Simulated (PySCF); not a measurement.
Correlation energy of Cl²⁺ (chlorine, charge +2)

[Ne] 3s2 3p2 4s1, high-spin 4P determinant (an excited configuration). Computed with PySCF 2.14 in x2c-TZVPPall with one added diffuse shell each of s, p, d type (6s6p4d1f, 51 functions), with scalar relativity by spin-free X2C-1e. Frozen: 1s2; 13 electrons correlated.

```csv
level,correlation energy (mhartree)
CCSD,-273.27
(T),-5.41
CCSD(T),-278.68
```

Diagnostics: T1 = 0.025, D1 = 0.1265, largest double amplitude 0.094.

The outer electron is Rydberg-like, and this basis confines it to a smaller radius and binds it less than a complete one would.

Cost of the coupled-cluster step: about 6 core-seconds, for 13 correlated electrons.

This basis was not built for core-valence correlation, so the inner-shell part is incomplete.
